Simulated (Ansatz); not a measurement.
Geometry optimisation, Ansatz, RKS B3LYP/def2-SVP.

Input:

```yaml
crystal:
  periodic: [false, false, false]
  atoms:
    - { symbol: Ga, position_ang: [-0.177693, -0.35157, -0.09904] }
    - { symbol: O, position_ang: [-0.599852, -0.713962, 1.609523] }
    - { symbol: H, position_ang: [-1.550771, -0.686581, 1.790904] }
    - { symbol: Cl, position_ang: [1.907452, -0.720878, -0.502011] }
    - { symbol: H, position_ang: [-1.195695, 0.066265, -1.196237] }
    - { symbol: O, position_ang: [0.424744, 2.032624, 1.585705] }
    - { symbol: Si, position_ang: [1.929229, 2.726071, 1.900549] }
    - { symbol: H, position_ang: [3.004827, 1.700764, 1.995393] }
    - { symbol: H, position_ang: [2.194403, 3.655531, 0.772716] }
    - { symbol: H, position_ang: [1.895894, 3.495374, 3.180247] }
    - { symbol: H, position_ang: [0.169263, 1.277662, 2.169851] }
basis:
  gaussian: { orbitals: def2-SVP }
hamiltonian:
  xc: b3lyp
relax:
  f_tol: 0.03
  max_steps: 50
```

Launched with:

```bash
$ ansatz run input.yaml --threads 4 --pin off --max-ram 5120MiB --backend cpu --events-out ev --progress --plain --runs-dir out
```

Where does it end, and by what steps?

It converged. The force dipped under the threshold on the way, but the program's further checks kept it going. After 12 steps the energy has fallen by 0.401 eV; H5 moved furthest, 0.72 Å. Joined: Ga1–O6 (2.98 → 2.09 Å).

| step | energy less start (eV) | largest force component (eV/Å) | accepted |
| --- | --- | --- | --- |
| 0 | 0.0000 | 0.789 | yes |
| 1 | -0.1301 | 0.347 | yes |
| 2 | -0.2746 | 0.594 | yes |
| 3 | -0.3122 | 0.932 | yes |
| 4 | -0.3661 | 0.408 | yes |
| 5 | -0.3776 | 0.186 | yes |
| 6 | -0.3817 | 0.368 | yes |
| 7 | -0.3912 | 0.147 | yes |
| 8 | -0.3951 | 0.047 | yes |
| 9 | -0.3981 | 0.123 | yes |
| 10 | -0.3995 | 0.070 | yes |
| 11 | -0.4009 | 0.027 | yes |
| 12 | -0.4013 | 0.021 | yes |

```xyz
11
Properties=species:S:1:pos:R:3
Ga -0.076 0.177 0.158
O -0.616 -0.599 1.727
H -1.404 -1.155 1.719
Cl 1.943 -0.418 -0.468
H -1.073 0.714 -0.912
O 0.441 1.684 1.518
Si 1.904 2.548 1.759
H 2.963 1.651 2.285
H 2.244 3.109 0.433
H 1.617 3.625 2.743
H 0.059 1.145 2.248
```

Time of the run: 61 s on 4 threads of Intel(R) Xeon(R) Platinum 8259CL CPU @ 2.50GHz (Skylake/Cascade Lake) (shared host), peak memory 0.38 GiB.
